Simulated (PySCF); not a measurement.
**How methods differ on the ionisation energy of Hg**

Hg [Xe] 4f14 5d10 6s2 (1S) → Hg+ [Xe] 4f14 5d10 6s1 (2S), as a difference of total energies. Calculation: PySCF 2.14, in aug-cc-pVTZ-PP with ECP60MDF; a scalar-relativistic core potential. Correlated levels: valence: 5s2 5p6 frozen. The calculations carry no spin-orbit coupling.

| method | ionisation energy (eV) | error (eV) |
| --- | --- | --- |
| UHF | 8.504 | -1.934 |
| LDA | 10.865 | +0.427 |
| PBE | 10.453 | +0.015 |
| PBE0 | 10.154 | -0.284 |
| r2SCAN | 10.340 | -0.098 |
| r2SCANh | 10.261 | -0.177 |
| wB97X | 10.091 | -0.347 |
| wB97X-V | 9.965 | -0.473 |
| M06-L | 10.056 | -0.382 |
| MP2 (valence) | 10.426 | -0.012 |
| SCS-MP2 (valence) | 10.352 | -0.086 |

Reference: 10.438 eV (measured; NIST Atomic Spectra Database, ionization energies).

Errors of the correlated levels include the incompleteness of this basis and the frozen core.
